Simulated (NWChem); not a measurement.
System: ZnNH2Cl; SMILES [NH2][Zn][Cl]

NWChem input:

```
start job
memory heap 200 mb stack 900 mb global 1100 mb
geometry units angstroms noautosym nocenter noautoz
  Zn     0.147859    -0.314204    -0.000209
  Cl    -0.034398     1.784743     0.001801
  N      0.456411    -2.102268    -0.001808
  H      0.153831    -2.612560    -0.828508
  H      0.124186    -2.619569     0.808989
end
basis spherical
  * library 6-31g*
end
dft
  xc hfexch
  iterations 150
end
property
  shielding 4 1 2 3 4
end
task dft property
```

All runs use the structure optimised with PBE0/def2-SVP.

GIAO values for the isolated, static molecule; σ is the absolute isotropic shielding, δ = σ(reference) − σ with the isolated reference molecule computed at the same levels (1H: tetramethylsilane, 15N: ammonia).

Atoms are numbered as in the input.

**Question.** Predict the main results of this run. (Hartree-Fock/6-31G* (spherical d), GIAO.) Quantities: σ Zn1 (ppm); σ Cl2 (ppm); δ N3 (ppm); δ H4 (ppm).

**Answer.** 
```
Item          Value
-----------  ------
σ Zn1 (ppm)  1951.7
σ Cl2 (ppm)  1112.3
δ N3 (ppm)    -24.6
δ H4 (ppm)    -0.94
```
